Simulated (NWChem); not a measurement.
System: C$_{3}$H$_{6}$OSi; SMILES [SiH2]1OCC=C1

The following NWChem deck was run.

```
start job
memory heap 200 mb stack 900 mb global 1100 mb
geometry units angstroms noautosym nocenter noautoz
  C      0.632534     1.333598     0.000000
  C      1.346245     0.196619     0.000000
  Si     0.104374    -1.191288     0.000000
  O     -1.224004    -0.156248     0.000000
  C     -0.864596     1.200984     0.000000
  H      1.074286     2.337895     0.000000
  H      2.438523     0.195204     0.000000
  H      0.116701    -2.073383     1.206313
  H      0.116701    -2.073383    -1.206313
  H     -1.294307     1.709103    -0.885766
  H     -1.294307     1.709103     0.885766
end
basis spherical
  * library pcsseg-1
end
dft
  xc slater vwn_5
  iterations 150
end
property
  shielding 9 1 2 3 4 5 6 7 8 10
  efieldgrad
end
task dft property
```

Parts of the log:

```
             Northwest Computational Chemistry Package (NWChem) 7.3.0
             --------------------------------------------------------

                             Geometry "geometry" -> ""
                             -------------------------

 Output coordinates in angstroms (scale by  1.889725989 to convert to a.u.)

  No.       Tag          Charge          X              Y              Z
 ---- ---------------- ---------- -------------- -------------- --------------
    1 C                    6.0000     0.63253400     1.33359800     0.00000000
    2 C                    6.0000     1.34624500     0.19661900     0.00000000
    3 Si                  14.0000     0.10437400    -1.19128800     0.00000000
    4 O                    8.0000    -1.22400400    -0.15624800     0.00000000
    5 C                    6.0000    -0.86459600     1.20098400     0.00000000
    6 H                    1.0000     1.07428600     2.33789500     0.00000000
    7 H                    1.0000     2.43852300     0.19520400     0.00000000
    8 H                    1.0000     0.11670100    -2.07338300     1.20631300
    9 H                    1.0000     0.11670100    -2.07338300    -1.20631300
   10 H                    1.0000    -1.29430700     1.70910300    -0.88576600
   11 H                    1.0000    -1.29430700     1.70910300     0.88576600

 Effective nuclear repulsion energy (a.u.)     225.5075250245

                              NWChem Property Module
                              ----------------------

  itol2e modified to match energy
  convergence criterion.

                                 NWChem DFT Module
                                 -----------------

 Summary of "ao basis" -> "ao basis" (spherical)
 ------------------------------------------------------------------------------
       Tag                 Description            Shells   Functions and Types
 ---------------- ------------------------------  ------  ---------------------
 C                          pcsseg-1                 7       17   3s3p1d
 Si                         pcsseg-1                10       24   4s5p1d
 O                          pcsseg-1                 7       17   3s3p1d
 H                          pcsseg-1                 3        5   2s1p

  itol2e modified to match energy
  convergence criterion.

            General Information
            -------------------
          SCF calculation type: DFT
          Wavefunction type:  closed shell.
          No. of atoms     :    11
          No. of electrons :    46
           Alpha electrons :    23
            Beta electrons :    23
          Charge           :     0
          Spin multiplicity:     1
          Use of symmetry is: off; symmetry adaption is: off
          Maximum number of iterations: 150
          AO basis - number of functions:   122
                     number of shells:    56
          Convergence on energy requested:  1.00D-07
          Convergence on density requested:  1.00D-05
          Convergence on gradient requested:  5.00D-04

              XC Information
              --------------
                        Slater Exchange Functional  1.000 local
                      VWN V Correlation Functional  1.000 local

             Grid Information
             ----------------
          Grid used for XC integration:  fine
          Radial quadrature: Mura-Knowles
          Angular quadrature: Lebedev.
          Tag              B.-S. Rad. Rad. Pts. Rad. Cut. Ang. Pts.
          ---              ---------- --------- --------- ---------
          C                   0.70       70          11.0       590
          Si                  1.10      123          11.0       770
          O                   0.60       70          11.0       590
          H                   0.35       60          12.0       590
          Grid pruning is: on
          Number of quadrature shells:   763
          Spatial weights used:  Erf1

[...]

          -----------------------------------------
          Chemical Shielding Tensors (GIAO, in ppm)
          -----------------------------------------

                                NWChem CPHF Module
                                ------------------

  scftype          =     RHF
  nclosed          =       23
  nopen            =        0
  variables        =     2277
  # of vectors     =        3
  tolerance        = 0.10D-03
  level shift      = 0.00D+00
  max iterations   =       50
  max subspace     =       30

 SCF residual:    6.3270199635032405E-005

Iterative solution of linear equations
  No. of variables     2277
  No. of equations        3
  Maximum subspace       30
        Iterations       50
       Convergence  1.0D-04

   iter   nsub   residual    time
   ----  ------  --------  ---------
     1      3    3.14D-05      63.6

      Atom:    1  C
        Diamagnetic
    268.3905     -3.3044     -0.0000
     -3.3044    263.7336      0.0000
     -0.0000      0.0000    241.9419

        Paramagnetic
   -330.2634    -54.3145      0.0000
    -54.3145   -297.6001      0.0000
      0.0000      0.0000   -106.9021

        Total Shielding Tensor
    -61.8729    -57.6189     -0.0000
    -57.6189    -33.8665      0.0000
     -0.0000      0.0000    135.0398

           isotropic =      13.1001
          anisotropy =     182.9095

          Principal Components and Axis System
                 1           2           3
              135.0398   -107.1658     11.4263

      1        -0.0000      0.7862     -0.6180
      2         0.0000      0.6180      0.7862
      3         1.0000     -0.0000     -0.0000

      Atom:    2  C
        Diamagnetic
    262.2794     -1.1737     -0.0000
     -1.1737    267.8125      0.0000
     -0.0000      0.0000    239.3923

        Paramagnetic
   -302.5133    -38.8309      0.0000
    -38.8309   -242.3869      0.0000
      0.0000      0.0000    -79.2169

        Total Shielding Tensor
    -40.2339    -40.0046      0.0000
    -40.0046     25.4256      0.0000
      0.0000      0.0000    160.1755

           isotropic =      48.4557
          anisotropy =     167.5796

          Principal Components and Axis System
                 1           2           3
              160.1755    -59.1551     44.3468

      1         0.0000      0.9040     -0.4276
      2         0.0000      0.4276      0.9040
      3         1.0000     -0.0000     -0.0000

      Atom:    3  Si
        Diamagnetic
    883.2704     -0.9798      0.0000
     -0.9798    885.0364      0.0000
      0.0000      0.0000    876.1740

        Paramagnetic
   -487.6929    -43.2959      0.0000
    -43.2959   -591.0086      0.0000
      0.0000      0.0000   -646.9763

        Total Shielding Tensor
    395.5775    -44.2756      0.0000
    -44.2756    294.0278      0.0000
      0.0000      0.0000    229.1977

           isotropic =     306.2677
          anisotropy =     158.8541

          Principal Components and Axis System
                 1           2           3
              412.1704    277.4349    229.1977

      1         0.9364      0.3509     -0.0000
      2        -0.3509      0.9364     -0.0000
      3         0.0000      0.0000      1.0000

      Atom:    4  O
        Diamagnetic
    395.6593     -6.6248      0.0000
     -6.6248    417.0239     -0.0000
      0.0000     -0.0000    375.3931

        Paramagnetic
    -41.7541     48.4615     -0.0000
     48.4615   -163.3767      0.0000
     -0.0000      0.0000    -67.4783

        Total Shielding Tensor
    353.9052     41.8367     -0.0000
     41.8367    253.6473      0.0000
     -0.0000      0.0000    307.9148

           isotropic =     305.1558
          anisotropy =      95.8707

          Principal Components and Axis System
                 1           2           3
              369.0696    307.9148    238.4829

      1         0.9401      0.0000     -0.3408
      2         0.3408      0.0000      0.9401
      3        -0.0000      1.0000     -0.0000

      Atom:    5  C
        Diamagnetic
    251.6770      5.5011     -0.0000
      5.5011    251.9378      0.0000
     -0.0000      0.0000    235.2316

        Paramagnetic
   -155.9549     19.2448      0.0000
     19.2448   -124.3323      0.0000
      0.0000      0.0000   -169.8380

        Total Shielding Tensor
     95.7221     24.7459     -0.0000
     24.7459    127.6055      0.0000
     -0.0000      0.0000     65.3937

           isotropic =      96.2404
          anisotropy =      67.2896

          Principal Components and Axis System
                 1           2           3
              141.1002     82.2274     65.3937

      1         0.4788      0.8779      0.0000
      2         0.8779     -0.4788     -0.0000
      3         0.0000     -0.0000      1.0000

      Atom:    6  H
        Diamagnetic
     28.4308      6.3188     -0.0000
      6.3188     40.0520     -0.0000
     -0.0000     -0.0000     22.2128

        Paramagnetic
     -5.3222     -8.0329      0.0000
     -8.0329    -16.0045     -0.0000
      0.0000     -0.0000      1.2927

        Total Shielding Tensor
     23.1086     -1.7141     -0.0000
     -1.7141     24.0475     -0.0000
     -0.0000     -0.0000     23.5054

           isotropic =      23.5538
          anisotropy =       2.7022

          Principal Components and Axis System
                 1           2           3
               25.3553     23.5054     21.8008

      1        -0.6066     -0.0000      0.7950
      2         0.7950     -0.0000      0.6066
      3        -0.0000      1.0000      0.0000

      Atom:    7  H
        Diamagnetic
     42.8468     -0.5752     -0.0000
     -0.5752     25.6131      0.0000
     -0.0000      0.0000     21.8522

        Paramagnetic
    -18.9853     -0.9926      0.0000
     -0.9926     -0.6034     -0.0000
      0.0000     -0.0000      2.7960

        Total Shielding Tensor
     23.8616     -1.5677      0.0000
     -1.5677     25.0097     -0.0000
      0.0000     -0.0000     24.6482

[...]
```

Level: LDA (Slater exchange, VWN5)/pcSseg-1, GIAO. The geometry was optimised at PBE0/def2-SVP. NWChem prints the field gradient with the sign opposite to the second derivative of the potential. The output numbers the shielded atoms by their place in the input's list. The printed shielding anisotropy is the first printed principal value minus the mean of the other two.
